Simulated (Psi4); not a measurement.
C2H6BFS2 (SMILES CSB(F)SC), singlet, at a GFN2-xTB geometry, atoms displaced at random by about 0.08 Å a coordinate; HF/STO-3G, gradient (Psi4).

The Psi4 input:
```
memory 2 GB

molecule {
0 1
  B     0.27861984    0.51270601    0.29874380
  F     0.38515885    1.65716570    0.57009664
  S    -0.99841264    0.00915766   -1.01788404
  C    -1.66905470    1.66151491   -1.44891440
  H    -2.13375705    2.12490028   -0.48861013
  H    -2.33908003    1.47087445   -2.07202266
  H    -0.87988329    2.23523544   -1.85242353
  S     1.41742502   -0.67549676    1.27408786
  C     0.75664791   -2.33000749    0.48994164
  H    -0.36050833   -2.54097260    0.68934162
  H     1.32351547   -3.19681353    0.77237990
  H     0.79946128   -2.18635070   -0.70634997
symmetry c1
no_reorient
no_com
}

set basis sto-3g

gradient('scf')
print_variables()
```

### Question
Write the output that Psi4 gives for this input, abridged.

### Answer

```
gradient() will perform analytic gradient computation.

   => Loading Basis Set <=

    Name: STO-3G
    Role: ORBITAL
    Keyword: BASIS

         ---------------------------------------------------------
                                   SCF
               by Justin Turney, Rob Parrish, Andy Simmonett
                          and Daniel G. A. Smith
                              RHF Reference
         ---------------------------------------------------------

  ==> Geometry <==

    Molecular point group: c1
    Full point group: C1

    Geometry (in Angstrom), charge = 0, multiplicity = 1:

       Center              X                  Y                   Z               Mass
    ------------   -----------------  -----------------  -----------------  -----------------
         B            0.278619840000     0.512706010000     0.298743800000    11.009305360000
         F            0.385158850000     1.657165700000     0.570096640000    18.998403162730
         S           -0.998412640000     0.009157660000    -1.017884040000    31.972071174400
         C           -1.669054700000     1.661514910000    -1.448914400000    12.000000000000
         H           -2.133757050000     2.124900280000    -0.488610130000     1.007825032230
         H           -2.339080030000     1.470874450000    -2.072022660000     1.007825032230
         H           -0.879883290000     2.235235440000    -1.852423530000     1.007825032230
         S            1.417425020000    -0.675496760000     1.274087860000    31.972071174400
         C            0.756647910000    -2.330007490000     0.489941640000    12.000000000000
         H           -0.360508330000    -2.540972600000     0.689341620000     1.007825032230
         H            1.323515470000    -3.196813530000     0.772379900000     1.007825032230
         H            0.799461280000    -2.186350700000    -0.706349970000     1.007825032230

  Running in c1 symmetry.

  Rotational constants: A =      0.12778  B =      0.04732  C =      0.03503 [cm^-1]
  Rotational constants: A =   3830.73338  B =   1418.56059  C =   1050.26743 [MHz]
  Nuclear repulsion =  343.293797660419159

  Charge       = 0
  Multiplicity = 1
  Electrons    = 64
  Nalpha       = 32
  Nbeta        = 32

  ==> Algorithm <==

  SCF Algorithm Type is DF.
  DIIS enabled.
  MOM disabled.
  Fractional occupation disabled.
  Guess Type is SAD.
  Energy threshold   = 1.00e-08
  Density threshold  = 1.00e-08
  Integral threshold = 1.00e-12

  ==> Primary Basis <==

  Basis Set: STO-3G
    Blend: STO-3G
    Number of shells: 28
    Number of basis functions: 44
    Number of Cartesian functions: 44
    Spherical Harmonics?: true
    Max angular momentum: 1

   => Loading Basis Set <=

    Name: (STO-3G AUX)
    Role: JKFIT
    Keyword: DF_BASIS_SCF

  ==> Integral Setup <==

  SCF_SUBTYPE=INCORE selected. In-core MEM_DF algorithm will be used.
  Using in-core AOs.

  ==> MemDFJK: Density-Fitted J/K Matrices <==

    J tasked:                   Yes
    K tasked:                   Yes
    wK tasked:                   No
    Algorithm:                 Core
    Schwarz Cutoff:           1E-12
    Mask sparsity (%):       5.5785
    Fitting Condition:        1E-10

   => Auxiliary Basis Set <=

  Basis Set: (STO-3G AUX)
    Blend: DEF2-UNIVERSAL-JKFIT
    Number of shells: 212
    Number of basis functions: 666
    Number of Cartesian functions: 790
    Spherical Harmonics?: true
    Max angular momentum: 4

  Minimum eigenvalue in the overlap matrix is 1.9253055847E-01.
  Reciprocal condition number of the overlap matrix is 8.3461215871E-02.
    Using symmetric orthogonalization.

  ==> Pre-Iterations <==

  SCF Guess: Superposition of Atomic Densities via on-the-fly atomic UHF (no occupation information).

   -------------------------
    Irrep   Nso     Nmo
   -------------------------
     A         44      44
   -------------------------
    Total      44      44
   -------------------------

  ==> Iterations <==

                           Total Energy        Delta E     RMS |[F,P]|

   @DF-RHF iter SAD:  -983.18177608509814   -9.83182e+02   0.00000e+00
   @DF-RHF iter   1:  -986.98328541952560   -3.80151e+00   8.85243e-03 DIIS/ADIIS
   @DF-RHF iter   2:  -987.09576028973129   -1.12475e-01   3.11762e-03 DIIS/ADIIS
   @DF-RHF iter   3:  -987.10984981623778   -1.40895e-02   4.79082e-04 DIIS/ADIIS
   @DF-RHF iter   4:  -987.11062569068326   -7.75874e-04   1.10803e-04 DIIS/ADIIS
   @DF-RHF iter   5:  -987.11067384237708   -4.81517e-05   3.94484e-05 DIIS
   @DF-RHF iter   6:  -987.11068100118996   -7.15881e-06   7.44464e-06 DIIS
   @DF-RHF iter   7:  -987.11068118377750   -1.82588e-07   1.66194e-06 DIIS
   @DF-RHF iter   8:  -987.11068119078880   -7.01129e-09   3.60097e-07 DIIS
   @DF-RHF iter   9:  -987.11068119115168   -3.62888e-10   8.99204e-08 DIIS
   @DF-RHF iter  10:  -987.11068119117112   -1.94404e-11   2.12383e-08 DIIS
   @DF-RHF iter  11:  -987.11068119117215   -1.02318e-12   4.27698e-09 DIIS
  Energy and wave function converged.

  ==> Post-Iterations <==

    Orbital Energies [Eh]
    ---------------------

    Doubly Occupied:

[...]
    Virtual:

[...]
    Final Occupation by Irrep:
              A
    DOCC [    32 ]
    NA   [    32 ]
    NB   [    32 ]

  @DF-RHF Final Energy:  -987.11068119117215

   => Energetics <=

    Nuclear Repulsion Energy =            343.2937976604191590
    One-Electron Energy =               -2054.8438238580956750
    Two-Electron Energy =                 724.4393450065043680
    Total Energy =                       -987.1106811911721479

Computation Completed

Properties will be evaluated at   0.000000,   0.000000,   0.000000 [a0]

Properties computed using the SCF density matrix

 Multipole Moments:

 ------------------------------------------------------------------------------------
     Multipole            Electronic (a.u.)      Nuclear  (a.u.)        Total (a.u.)
 ------------------------------------------------------------------------------------

 L = 1.  Multiply by 2.5417464519 to convert [e a0] to [Debye]
 Dipole X            :         -4.9088558            4.7224903           -0.1863655
 Dipole Y            :         -1.0550277            1.3464556            0.2914278
 Dipole Z            :         -2.6232276            2.4799415           -0.1432861
 Magnitude           :                                                    0.3744238

 ------------------------------------------------------------------------------------

         ------------------------------------------------------------
                                   SCF GRAD
                          Rob Parrish, Justin Turney,
                       Andy Simmonett, and Alex Sokolov
         ------------------------------------------------------------

  ==> Geometry <==

    Molecular point group: c1
    Full point group: C1

    Geometry (in Angstrom), charge = 0, multiplicity = 1:

       Center              X                  Y                   Z               Mass
    ------------   -----------------  -----------------  -----------------  -----------------
         B            0.278619840000     0.512706010000     0.298743800000    11.009305360000
         F            0.385158850000     1.657165700000     0.570096640000    18.998403162730
         S           -0.998412640000     0.009157660000    -1.017884040000    31.972071174400
         C           -1.669054700000     1.661514910000    -1.448914400000    12.000000000000
         H           -2.133757050000     2.124900280000    -0.488610130000     1.007825032230
         H           -2.339080030000     1.470874450000    -2.072022660000     1.007825032230
         H           -0.879883290000     2.235235440000    -1.852423530000     1.007825032230
         S            1.417425020000    -0.675496760000     1.274087860000    31.972071174400
         C            0.756647910000    -2.330007490000     0.489941640000    12.000000000000
         H           -0.360508330000    -2.540972600000     0.689341620000     1.007825032230
         H            1.323515470000    -3.196813530000     0.772379900000     1.007825032230
         H            0.799461280000    -2.186350700000    -0.706349970000     1.007825032230

  Nuclear repulsion =  343.293797660419159

  ==> Basis Set <==

  Basis Set: STO-3G
    Blend: STO-3G
    Number of shells: 28
    Number of basis functions: 44
    Number of Cartesian functions: 44
    Spherical Harmonics?: true
    Max angular momentum: 1

  ==> DFJKGrad: Density-Fitted SCF Gradients <==

    Gradient:                    1
    J tasked:                  Yes
    K tasked:                  Yes
    wK tasked:                  No
    Integrals threads:           1
    Schwarz Cutoff:          1E-12
    Fitting Condition:       1E-10

   => Auxiliary Basis Set <=

  Basis Set: (STO-3G AUX)
    Blend: DEF2-UNIVERSAL-JKFIT
    Number of shells: 212
    Number of basis functions: 666
    Number of Cartesian functions: 790
    Spherical Harmonics?: true
    Max angular momentum: 4

  -Total Gradient:
     Atom            X                  Y                   Z
    ------   -----------------  -----------------  -----------------
       1        0.017612439516     0.221543065768     0.045836215722
       2       -0.016891569589    -0.196525352338    -0.043709469686
       3       -0.028915673940    -0.014361317371    -0.030589521450
       4       -0.114937555433    -0.004102692692    -0.205629338725
       5       -0.025116315447     0.013065031028     0.055345387250
       6        0.145702924408     0.027089034012     0.137464462818
       7       -0.010957940334    -0.026444127400     0.009545789949
       8        0.061864878998     0.041744121677     0.056625652070
       9        0.037306025185    -0.069435235749     0.062474919488
      10       -0.049889240243    -0.013754294482    -0.002124048995
      11       -0.011794506311     0.005627580475    -0.005956245221
      12       -0.003983466787     0.015554187072    -0.079283803197

  Variable Map:
  ----------------------------------------------------------------------------
[...]
  Array Variable Map:
  ----------------------------------------------------------------------------
[...]
[...]
```
